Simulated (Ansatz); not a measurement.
Born–Oppenheimer molecular dynamics of BF2H3OS (8 atoms, charge 0, multiplicity 1). It starts at the highest image of a converged band, a first-order saddle point between two minima.

Level of theory: UKS PBE-D4/def2-SVP (Ansatz 0.2.0).

| Quantity | Value |
| --- | --- |
| ensemble | NVE (velocity Verlet) |
| time step | 0.5 fs |
| steps asked | 200 |
| starting velocities drawn for | 100 K |
| seed | 5435 |

First frame:

```xyz
8
Properties=species:S:1:pos:R:3
B -0.529 0.405 -0.236
O 0.973 0.448 -0.533
F -1.252 0.119 -1.350
F -0.934 1.435 0.537
H 0.921 -0.669 0.112
S -0.305 -1.365 0.905
H 1.126 0.332 -1.493
H 0.000 -0.705 2.057
```

Q: How far do the bonds stretch over the last three quarters of this one trajectory? (Pairs bonded in most of those frames.)

A: 
```tsv
bond	mean (Å)	spread (Å)	shortest	longest
B1–O2	1.373	0.033	1.31	1.45
B1–F3	1.346	0.013	1.32	1.37
B1–F4	1.345	0.027	1.29	1.39
O2–H7	0.976	0.009	0.96	0.99
H5–S6	1.366	0.030	1.32	1.41
S6–H8	1.361	0.006	1.35	1.37
```

Mean temperature of the second half: 875 K. The conserved energy stayed within 0.045 meV per atom of its start (net change 0.0028 meV per atom), so the integration is sound. The kinetic energy rose, since the run started high on the potential surface and went downhill. It ends in pieces (BF2HO + H2S), so much of that is their flight and rotation, not heat. A run of 0.1 ps of so small a system gives no equilibrium averages. The orbitals were unrestricted but ended closed-shell.

Run time: 2.1 min on 2 threads of AMD EPYC 9R45 96-Core Processor (Zen 5) (shared host), peak memory 0.17 GiB.
